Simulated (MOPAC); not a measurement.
Input for MOPAC: PM6 on FH3Sn (SMILES [F][SnH3]), a point of a bond scan (R = 2.911 Å).

```
PM6 1SCF PRECISE CHARGE=0 THREADS=1
FH3Sn

Sn    -0.23519491 1    -0.07216408 1    -0.08673068 1
F      2.38925493 1     0.73308722 1     0.88106368 1
H      0.08984727 1    -1.18217036 1    -1.33958590 1
H     -0.96056705 1     1.37602894 1    -0.61963295 1
H     -0.99947951 1    -0.76768566 1     1.26956257 1
```

Program output:

```
*******************************************************************************
 **                                                                           **
 **                              MOPAC v23.2.5                                **
 **                                                                           **
 *******************************************************************************
 ** MOPAC's Digital Object Identifier: https://doi.org/10.5281/zenodo.6511958 **
 **                                                                           **
 ** Please cite the open-source release paper for use of this MOPAC version:  **
 ** J. E. Moussa and J. J. P. Stewart (2026)                                  **
 ** MOPAC: An open-source semiempirical molecular orbital program             **
 ** J. Open Source Softw., 11(119), 8025, https://doi.org/10.21105/joss.08025 **
 *******************************************************************************

                              PM6 CALCULATION RESULTS

 *******************************************************************************
 *  PM6        - The PM6 Hamiltonian to be used
 *
 *
 *
 *                 CHARGE ON SYSTEM = 0
 *
 *
 *
 *  PRECISE    - TIGHTER CRITERIA TO BE USED
 *  1SCF       - DO 1 SCF AND THEN STOP
 *  THREADS=1  - MULTI-THREADING NOT USED
 *  T=         - A TIME OF 172800.0 SECONDS REQUESTED
 *  DUMP=N     - RESTART FILE WRITTEN EVERY 7200.0 SECONDS REQUESTED
 *******************************************************************************
PM6 1SCF PRECISE CHARGE=0 THREADS=1
 FH3Sn

   ATOM   CHEMICAL          X               Y               Z
  NUMBER   SYMBOL      (ANGSTROMS)     (ANGSTROMS)     (ANGSTROMS)

     1      Sn         -0.23519491  *  -0.07216408  *  -0.08673068  *
     2       F          2.38925493  *   0.73308722  *   0.88106368  *
     3       H          0.08984727  *  -1.18217036  *  -1.33958590  *
     4       H         -0.96056705  *   1.37602894  *  -0.61963295  *
     5       H         -0.99947951  *  -0.76768566  *   1.26956257  *



          CARTESIAN COORDINATES

    NO.       ATOM           X           Y           Z

     1        Sn         -0.2352     -0.0722     -0.0867
     2         F          2.3893      0.7331      0.8811
     3         H          0.0898     -1.1822     -1.3396
     4         H         -0.9606      1.3760     -0.6196
     5         H         -0.9995     -0.7677      1.2696

 General Reference for PM6:
 "Optimization of Parameters for Semiempirical Methods V: Modification of NDDO Approximations
 and Application to 70 Elements", J. J. P. Stewart, J. Mol. Mod., 13, 1173-1213 (2007)
 URL: https://link.springer.com/article/10.1007/s00894-007-0233-4

           Empirical Formula: H3 Sn F  =     5 atoms



      MOLECULAR POINT GROUP   :   C3v


      RHF CALCULATION, NO. OF DOUBLY OCCUPIED LEVELS = 7


 -------------------------------------------------------------------------------
 PM6 1SCF PRECISE CHARGE=0 THREADS=1
 FH3Sn



     1SCF WAS SPECIFIED, SO BFGS WAS NOT USED
     SCF FIELD WAS ACHIEVED


                              PM6 CALCULATION
                                                       MOPAC v23.2.5 Linux




          FINAL HEAT OF FORMATION =         37.03650 KCAL/MOL =     154.96072 KJ/MOL


          COSMO AREA              =        102.37 SQUARE ANGSTROMS
          COSMO VOLUME            =         87.79 CUBIC ANGSTROMS

          IONIZATION POTENTIAL    =          9.237659 EV
          HOMO LUMO ENERGIES (EV) =         -9.238 -1.625
          NO. OF FILLED LEVELS    =          7
          MOLECULAR WEIGHT        =        140.7121         POINT GROUP:  C3v

          MOLECULAR DIMENSIONS (Angstroms)

            Atom       Atom       Distance
            H     3    F     2     3.72650
            H     4    H     5     2.85764
            H     4    F     2     2.21902


          SCF CALCULATIONS        =          1





   ATOM   CHEMICAL          X               Y               Z
  NUMBER   SYMBOL      (ANGSTROMS)     (ANGSTROMS)     (ANGSTROMS)

     1      Sn         -0.23519491  *  -0.07216408  *  -0.08673068  *
     2       F          2.38925493  *   0.73308722  *   0.88106368  *
     3       H          0.08984727  *  -1.18217036  *  -1.33958590  *
     4       H         -0.96056705  *   1.37602894  *  -0.61963295  *
     5       H         -0.99947951  *  -0.76768566  *   1.26956257  *

                             CARTESIAN COORDINATES

   1   Sn       -0.235194910    -0.072164080    -0.086730680
   2    F        2.389254930     0.733087220     0.881063680
   3    H        0.089847270    -1.182170360    -1.339585900
   4    H       -0.960567050     1.376028940    -0.619632950
   5    H       -0.999479510    -0.767685660     1.269562570


           Empirical Formula: H3 Sn F  =     5 atoms



      MOLECULAR POINT GROUP   :   C3v


                  EIGENVALUES
 -32.25441 -18.33965 -12.94359 -12.94359 -10.24080 -10.24080  -9.23766  -1.62471
   0.92533   2.65279   2.65279


              NET ATOMIC CHARGES AND DIPOLE CONTRIBUTIONS

  ATOM NO.   TYPE          CHARGE      No. of ELECS.   s-Pop       p-Pop
    1         Sn           0.888893        3.1111     1.28636     1.82475
    2          F          -0.790150        7.7901     1.99933     5.79082
    3          H          -0.032915        1.0329     1.03291
    4          H          -0.032915        1.0329     1.03291
    5          H          -0.032915        1.0329     1.03291
 DIPOLE           X         Y         Z       TOTAL
 POINT-CHG.    -9.776    -3.000    -3.605    10.843
 HYBRID         0.919     0.282     0.339     1.019
 SUM           -8.857    -2.718    -3.266     9.824


          ATOMIC ORBITAL ELECTRON POPULATIONS

     Atom    s        px        py        pz
    1 Sn   1.28636   0.32265   0.76118   0.74092
    2  F   1.99933   1.83024   1.98384   1.97674
    3  H   1.03291
    4  H   1.03291
    5  H   1.03291

 **********************
 *                    *
 * JOB ENDED NORMALLY *
 *                    *
 **********************




 == MOPAC DONE ==
```

The run finished.

Cost: roughly 0.020 core-seconds.
